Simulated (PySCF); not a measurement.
## Dipole response of Hf (hafnium, neutral)

[Xe] 4f14 5d2 6s2, high-spin 3F determinant. Calculation: PySCF 2.14, in aug-cc-pwCVTZ-PP with ECP60MDF; scalar relativity through the core potential. Coupled (time-dependent) response in atomic units; α is the mean over directions.

```csv
method,mean α (bohr³),C₆ (like pair),S(−4)
UHF,122.0,1739,7143
PBE,101.4,1350,4849
```

S(−4) is the Cauchy moment in α(ω) = α(0) + S(−4) ω² + …

Reference α: 103 ± 6 bohr³ (recommended; Schwerdtfeger and Nagle, table of static dipole polarizabilities (2023 update)). Published C₆: 1040 (Gould and Bucko (2016)).

Spin-orbit coupling is absent.

Hartree-Fock lies above the reference because it lacks correlation, which contracts the outer shell.

α(iu) at PBE:

| u (hartree) | α(iu) (bohr³) |
| --- | --- |
| 0 | 101.4 |
| 0.0500 | 91.31 |
| 0.100 | 72.64 |
| 0.200 | 43.35 |
| 0.300 | 27.86 |
| 0.500 | 14.67 |
| 0.750 | 8.594 |
| 1.00 | 5.849 |
| 1.50 | 3.339 |
| 2.00 | 2.185 |
| 3.00 | 1.141 |
| 5.00 | 0.4636 |

A single London oscillator, α(iu) = α/(1 + u²/ω²), gives C₆ = (3/4) ω α². Matching the computed C₆ needs ω = 4 × 1350 / (3 × 101.4²) = 0.175 hartree.

Energies and moments cover only the electrons outside the core potential. Spin-orbit coupling, absent here, splits the open shell strongly.
